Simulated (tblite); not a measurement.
Compound: C5H7BCl2O2.
SMILES with atom numbers: `[CH2:1]=[C:2]([CH2:3][B:4]([Cl:5])[Cl:6])[C:7](=[O:8])[O:9][CH3:10]` (hydrogens: H11, H12 on C1; H13, H14 on C3; H15, H16, H17 on C10)

Computed with GFN2-xTB (tblite), gas phase: L-BFGS steps from a force-field or distance-geometry start until the largest atomic force falls under 0.01 eV/Å.

Step 8: E = -892.0732 eV
```
atom  x, y, z in Å  |  force x, y, z in eV/Å
C1     -0.9802    2.0415   -0.6934    0.037   0.034  -0.027
C2     -0.6364    0.8770   -0.1498   -0.013   0.095   0.108
C3     -1.6664   -0.0801    0.3734    0.049  -0.043   0.032
B4     -1.7412   -1.4902   -0.3408    0.076  -0.307  -0.080
Cl5    -2.7454   -2.7238    0.3218   -0.013   0.037  -0.004
Cl6    -0.8458   -1.8548   -1.7516    0.019   0.050  -0.057
C7      0.8256    0.5966   -0.0464   -0.060   0.094  -0.063
O8      1.6578    1.3743   -0.4460    0.005   0.111  -0.053
O9      1.1580   -0.5721    0.5213    0.078   0.036  -0.077
C10     2.5665   -0.8024    0.5658    0.004  -0.070   0.035
H11    -2.0067    2.3452   -0.8017   -0.004  -0.004  -0.012
H12    -0.2215    2.7208   -1.0393    0.014   0.024  -0.049
H13    -1.5078   -0.2468    1.4384    0.117   0.022   0.167
H14    -2.6417    0.4089    0.3018   -0.032   0.010   0.004
H15     2.7366   -1.8737    0.6014   -0.157  -0.094   0.003
H16     3.0448   -0.3720   -0.3189   -0.064  -0.043   0.051
H17     2.9969   -0.3365    1.4541   -0.058   0.049   0.022
```

Step 9: E = -892.0800 eV
```
atom  x, y, z in Å  |  force x, y, z in eV/Å
C1     -0.9822    2.0429   -0.6954    0.050   0.007   0.001
C2     -0.6327    0.8813   -0.1485   -0.085   0.072   0.127
C3     -1.6574   -0.0798    0.3802   -0.014  -0.181  -0.035
B4     -1.7358   -1.4952   -0.3371    0.068  -0.207  -0.029
Cl5    -2.7489   -2.7278    0.3201    0.025   0.076  -0.015
Cl6    -0.8475   -1.8501   -1.7519    0.032   0.025  -0.076
C7      0.8289    0.6024   -0.0495    0.025   0.209  -0.101
O8      1.6644    1.3792   -0.4490   -0.100   0.043  -0.023
O9      1.1574   -0.5653    0.5169    0.034  -0.026  -0.050
C10     2.5628   -0.8025    0.5656    0.004  -0.071   0.035
H11    -2.0078    2.3496   -0.8047    0.000  -0.025  -0.001
H12    -0.2218    2.7191   -1.0401    0.034   0.062  -0.079
H13    -1.5048   -0.2532    1.4461    0.128   0.079   0.122
H14    -2.6379    0.3988    0.2986   -0.001   0.033   0.041
H15     2.7224   -1.8752    0.6021   -0.126  -0.094   0.013
H16     3.0451   -0.3762   -0.3185   -0.048  -0.037   0.047
H17     2.9887   -0.3360    1.4553   -0.026   0.036   0.022
```

Step 10: E = -892.0871 eV
```
atom  x, y, z in Å  |  force x, y, z in eV/Å
C1     -0.9836    2.0449   -0.6977    0.036  -0.019   0.035
C2     -0.6302    0.8871   -0.1444   -0.119   0.019   0.105
C3     -1.6482   -0.0826    0.3876   -0.054  -0.239  -0.067
B4     -1.7282   -1.5042   -0.3337    0.061  -0.048   0.032
Cl5    -2.7527   -2.7312    0.3184    0.059   0.089  -0.027
Cl6    -0.8482   -1.8447   -1.7546    0.041  -0.006  -0.087
C7      0.8322    0.6112   -0.0540    0.072   0.225  -0.077
O8      1.6702    1.3866   -0.4533   -0.164   0.002  -0.007
O9      1.1571   -0.5579    0.5106   -0.038  -0.041  -0.034
C10     2.5590   -0.8042    0.5662   -0.020  -0.053   0.027
H11    -2.0088    2.3537   -0.8080    0.011  -0.040   0.007
H12    -0.2214    2.7185   -1.0425    0.037   0.078  -0.092
H13    -1.4988   -0.2584    1.4562    0.118   0.123   0.025
H14    -2.6336    0.3884    0.2961    0.051   0.019   0.082
H15     2.7044   -1.8790    0.6032   -0.083  -0.072   0.030
H16     3.0443   -0.3814   -0.3171   -0.012  -0.037   0.033
H17     2.9795   -0.3346    1.4571    0.004   0.001   0.016
```

**Question.** Estimate the geometry and energy of step 11. (The exact step hangs on the optimiser's Hessian estimate; all steps are aligned on step 10, rigid shifts and turns removed.)

**Answer.** E = -892.0929 eV, largest force 0.186 eV/Å
```
atom  x, y, z in Å  |  force x, y, z in eV/Å
C1     -0.9841    2.0467   -0.6990    0.017  -0.026   0.055
C2     -0.6301    0.8920   -0.1388   -0.090  -0.030   0.042
C3     -1.6419   -0.0885    0.3932   -0.035  -0.173  -0.059
B4     -1.7205   -1.5135   -0.3311    0.059   0.084   0.057
Cl5    -2.7550   -2.7323    0.3168    0.075   0.070  -0.032
Cl6    -0.8476   -1.8405   -1.7591    0.038  -0.029  -0.077
C7      0.8346    0.6204   -0.0580    0.040   0.138  -0.013
O8      1.6726    1.3943   -0.4578   -0.156   0.006  -0.010
O9      1.1564   -0.5520    0.5043   -0.086  -0.019  -0.023
C10     2.5556   -0.8068    0.5675   -0.053  -0.024   0.010
H11    -2.0092    2.3560   -0.8105    0.017  -0.042   0.008
H12    -0.2206    2.7195   -1.0462    0.007   0.051  -0.074
H13    -1.4913   -0.2599    1.4648    0.092   0.128  -0.063
H14    -2.6293    0.3805    0.2958    0.078  -0.016   0.109
H15     2.6882   -1.8840    0.6046   -0.045  -0.033   0.045
H16     3.0431   -0.3865   -0.3151    0.024  -0.045   0.020
H17     2.9721   -0.3333    1.4588    0.018  -0.042   0.004
```

The energy changes by -0.0058 eV. The first-order estimate −F·Δx gives -0.0082 eV and the mean of the old and new forces, exact on a quadratic surface, -0.0058 eV. The step makes an angle of 65° with the force vector and moves no atom by more than 0.017 Å.

What follows is the cost of the whole relaxation. Hardware: one thread, Arm Neoverse V1 (aarch64), shared host. Cost: 1.4 s.
